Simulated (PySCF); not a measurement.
# Nb: excitation energy

Nb [Kr] 4d4 5s1 (6D) → Nb [Kr] 4d5 (6S), as a difference of total energies. All numbers are calculated (PySCF 2.14, the spin-free X2C one-electron Hamiltonian (Gaussian nucleus), in ANO-RCC-VTZP (7s6p4d2f1g, 68 functions)). Correlated levels: valence: [Kr] frozen. The calculations carry no spin-orbit coupling.

```json
{"method": "UHF", "excitation energy (eV)": "1.690"}
{"method": "MP2 (valence)", "excitation energy (eV)": "1.376"}
{"method": "SCS-MP2 (valence)", "excitation energy (eV)": "1.586"}
{"method": "CCSD (valence)", "excitation energy (eV)": "1.384"}
{"method": "CCSD(T) (valence)", "excitation energy (eV)": "1.360"}
```

Q: How much does correlation contribute at CCSD(T) (valence)?

A: 1.360 − (1.690) = -0.330 eV, measured against UHF.

A first-order spin-orbit estimate (lowest level to lowest level, LS coupling) adds 0.084 eV.
